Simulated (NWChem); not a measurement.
# CH$_{4}$AlClO; SMILES [Cl][AlH][O]C

```xyz
8

Al    -0.9000     0.1327     0.0000
H     -2.4485     0.3677     0.0000
Cl     0.4544     1.7436     0.0000
O     -0.3081    -1.4432     0.0000
C      0.8764    -2.1702     0.0000
H      1.7731    -1.5241     0.0000
H      0.9293    -2.8217     0.8896
H      0.9293    -2.8217    -0.8896
```
Atoms are numbered in this order, from 1.

All runs: NWChem. The geometry was optimised at PBE0/def2-SVP.

### Question
Predict the results for PW91/def2-TZVP. Quantities: highest occupied level (eV); orbital gap (eV); dipole (D).

### Answer
highest occupied level (eV): -6.98
orbital gap (eV): 5.36
dipole (D): 1.10
